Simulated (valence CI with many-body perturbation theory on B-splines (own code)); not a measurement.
## Energy levels of Se29+

Level of theory: configuration interaction combined with many-body perturbation theory (CI+MBPT): three valence electrons over a frozen Dirac-Fock core [He], radial functions for each j: 11 s, 11 p, 10 d, 8 f, 5 g, 2 h, with the one-electron correlation potential Σ1 (screened to all orders), the two-electron term Σ2, the three-electron term Σ3, Breit, model QED; selected single and double excitations, second order for the rest, scaled by the run's own slope (own B-spline code, finite nucleus).

The last digits are not significant, and no measured levels were compared; by estimate large intervals hold to a few tenths of a per cent, small ones and those within an open d or f shell to about a per cent.

Levels 46 to 90 of 211, with energies above the lowest level, (2s^2 2p1/2) J=1/2. "Leading %" is the weight of the configuration and term that name the level; weights of strongly mixed levels are sums over their largest components and can fall short. In the jj column 3d3/2^4 stands for four electrons in 3d with j = 3/2. Lifetimes count E1, E2, E3, M1 and M2 decay at the calculated energies, and are blank where another channel may lead or the interval is too uncertain; long ones can be off by a factor of two.

| No. | Configuration | Term | J | E (eV) | Leading % | Lifetime | Second component | Leading jj |
| --- | --- | --- | --- | --- | --- | --- | --- | --- |
| 46 | 2s.2p.3s | 2P° | 3/2 | 2003.4 | 77 | 120 fs | 12 % 2s.2p.3d 2D° | 2s 2p3/2 3s (74 %) |
| 47 | 2s.2p.3p | 2D | 5/2 | 2008.8 | 58 | 51.6 fs | 38 % 2s.2p.3p 4P | 2s 2p3/2 3p3/2 (95 %) |
| 48 | 2s.2p.3p | 2S | 1/2 | 2011.5 | 65 | 37.4 fs | 19 % 2s.2p.3p 2P | 2s 2p3/2 3p3/2 (92 %) |
| 49 | 2s.2p.3d | 4F° | 9/2 | 2023.6 | 100 | 1.02 ns |  | 2s 2p3/2 3d5/2 (100 %) |
| 50 | 2p2.3s | 4P | 1/2 | 2024.1 | 59 | 144 fs | 19 % 2p2.3s 2P | 2p1/2^2 3s (85 %) |
| 51 | 2s.2p.3d | 4D° | 7/2 | 2026.9 | 62 | 15.5 fs | 34 % 2s.2p.3d 4F° | 2s 2p3/2 3d3/2 (49 %) |
| 52 | 2s.2p.3d | 4D° | 5/2 | 2027.3 | 53 | 14.6 fs | 15 % 2s.2p.3d 4F° | 2s 2p3/2 3d3/2 (94 %) |
| 53 | 2s.2p.3d | 4P° | 3/2 | 2029.0 | 56 | 14.3 fs | 37 % 2s.2p.3d 4D° | 2s 2p3/2 3d3/2 (93 %) |
| 54 | 2s.2p.3d | 4P° | 1/2 | 2029.8 | 89 | 16.7 fs | 10 % 2s.2p.3d 4D° | 2s 2p3/2 3d3/2 (96 %) |
| 55 | 2s.2p.3p | 2P | 1/2 | 2032.8 | 67 | 82.8 fs | 18 % 2s.2p.3p 2S | 2s 2p3/2 3p1/2 (82 %) |
| 56 | 2s.2p.3p | 2D | 3/2 | 2033.5 | 69 | 151 fs | 22 % 2s.2p.3p 2P | 2s 2p3/2 3p1/2 (88 %) |
| 57 | 2s.2p.3d | 2D° | 5/2 | 2034.5 | 45 | 21.3 fs | 27 % 2s.2p.3d 4P° | 2s 2p3/2 3d5/2 (95 %) |
| 58 | 2s.2p.3d | 2P° | 3/2 | 2039.5 | 49 | 22.1 fs | 32 % 2s.2p.3d 2D° | 2s 2p3/2 3d5/2 (87 %) |
| 59 | 2s.2p.3p | 2D | 5/2 | 2042.9 | 85 | 193 fs | 5 % 2s.2p.3p 4D | 2s 2p3/2 3p3/2 (83 %) |
| 60 | 2s.2p.3d | 2F° | 7/2 | 2044.3 | 92 | 12.6 fs | 7 % 2s.2p.3d 4D° | 2s 2p3/2 3d5/2 (52 %) |
| 61 | 2s.2p.3p | 2P | 3/2 | 2046.4 | 58 | 118 fs | 26 % 2s.2p.3p 2D | 2s 2p3/2 3p3/2 (81 %) |
| 62 | 2p2.3p | 4D° | 1/2 | 2047.4 | 30 | 36.0 fs | 24 % 2s.2p.3d 2P° | 2p1/2^2 3p1/2 (62 %) |
| 63 | 2s.2p.3d | 2P° | 1/2 | 2048.6 | 64 | 21.2 fs | 19 % 2p2.3p 4D° | 2s 2p3/2 3d5/2 (64 %) |
| 64 | 2s.2p.3p | 2S | 1/2 | 2052.6 | 73 | 471 fs | 14 % 2s.2p.3p 2P | 2s 2p3/2 3p3/2 (82 %) |
| 65 | 2p2.3s | 4P | 3/2 | 2058.7 | 89 | 174 fs |  | 2p1/2 2p3/2 3s (93 %) |
| 66 | 2p2.3p | 4D° | 3/2 | 2065.2 | 38 | 67.4 fs | 25 % 2p2.3p 4P° | 2p1/2^2 3p3/2 (85 %) |
| 67 | 2p2.3s | 2P | 1/2 | 2066.7 | 68 | 87.6 fs | 20 % 2p2.3s 4P | 2p1/2 2p3/2 3s (87 %) |
| 68 | 2p2.3s | 4P | 5/2 | 2068.6 | 54 | 114 fs | 39 % 2p2.3s 2D | 2p1/2 2p3/2 3s (88 %) |
| 69 | 2s.2p.3d | 2F° | 5/2 | 2071.4 | 79 | 14.4 fs | 8 % 2s.2p.3d 2D° | 2s 2p3/2 3d3/2 (87 %) |
| 70 | 2s.2p.3d | 2F° | 7/2 | 2072.1 | 89 | 28.9 fs | 4 % 2s.2p.3d 4D° | 2s 2p3/2 3d5/2 (86 %) |
| 71 | 2s.2p.3d | 2D° | 3/2 | 2072.8 | 86 | 12.8 fs | 9 % 2s.2p.3d 2P° | 2s 2p3/2 3d3/2 (81 %) |
| 72 | 2p2.3s | 2D | 3/2 | 2074.6 | 52 | 90.7 fs | 39 % 2p2.3s 2P | 2p1/2 2p3/2 3s (90 %) |
| 73 | 2s.2p.3d | 2P° | 1/2 | 2077.7 | 91 | 18.0 fs | 4 % 2s.2p.3d 4D° | 2s 2p3/2 3d3/2 (85 %) |
| 74 | 2s.2p.3d | 2D° | 5/2 | 2077.7 | 80 | 12.3 fs | 14 % 2s.2p.3d 2F° | 2s 2p3/2 3d5/2 (90 %) |
| 75 | 2s.2p.3d | 2P° | 3/2 | 2081.4 | 88 | 18.0 fs | 5 % 2p2.3p 4D° | 2s 2p3/2 3d5/2 (78 %) |
| 76 | 2p2.3p | 4P° | 1/2 | 2081.8 | 35 | 69.2 fs | 32 % 2p2.3p 2S° | 2p1/2 2p3/2 3p1/2 (94 %) |
| 77 | 2p2.3d | 4F | 3/2 | 2085.7 | 48 | 112 fs | 15 % 2p2.3d 2D | 2p1/2^2 3d3/2 (92 %) |
| 78 | 2p2.3p | 4D° | 3/2 | 2086.0 | 42 | 68.6 fs | 30 % 2p2.3p 2D° | 2p1/2 2p3/2 3p1/2 (89 %) |
| 79 | 2p2.3p | 4D° | 5/2 | 2092.7 | 37 | 99.1 fs | 27 % 2p2.3p 2D° | 2p1/2 2p3/2 3p1/2 (85 %) |
| 80 | 2p2.3d | 4F | 5/2 | 2094.2 | 30 | 35.2 fs | 26 % 2p2.3d 4D | 2p1/2^2 3d5/2 (87 %) |
| 81 | 2p2.3p | 4D° | 5/2 | 2097.3 | 42 | 64.8 fs | 38 % 2p2.3p 4P° | 2p1/2 2p3/2 3p3/2 (95 %) |
| 82 | 2p2.3p | 4P° | 1/2 | 2099.5 | 47 | 59.3 fs | 24 % 2p2.3p 2P° | 2p1/2 2p3/2 3p3/2 (94 %) |
| 83 | 2p2.3p | 2D° | 3/2 | 2102.3 | 51 | 57.4 fs | 22 % 2p2.3p 4P° | 2p1/2 2p3/2 3p3/2 (92 %) |
| 84 | 2p2.3p | 4D° | 7/2 | 2106.5 | 55 | 81.8 fs | 42 % 2p2.3p 2F° | 2p1/2 2p3/2 3p3/2 (92 %) |
| 85 | 2p2.3p | 4S° | 3/2 | 2107.3 | 33 | 49.9 fs | 24 % 2p2.3p 2P° | 2p1/2 2p3/2 3p1/2 (81 %) |
| 86 | 2p2.3p | 2P° | 3/2 | 2112.6 | 56 | 50.2 fs | 18 % 2p2.3p 2D° | 2p1/2 2p3/2 3p3/2 (89 %) |
| 87 | 2p2.3s | 2D | 5/2 | 2114.1 | 53 | 83.1 fs | 43 % 2p2.3s 4P | 2p3/2^2 3s (91 %) |
| 88 | 2p2.3p | 2D° | 5/2 | 2116.6 | 36 | 62.1 fs | 32 % 2p2.3p 2F° | 2p1/2 2p3/2 3p3/2 (85 %) |
| 89 | 2p2.3s | 2P | 3/2 | 2119.1 | 41 | 78.4 fs | 37 % 2p2.3s 2D | 2p3/2^2 3s (82 %) |
| 90 | 2p2.3d | 4F | 3/2 | 2121.2 | 33 | 70.2 fs | 29 % 2p2.3d 2P | 2p1/2 2p3/2 3d3/2 (84 %) |
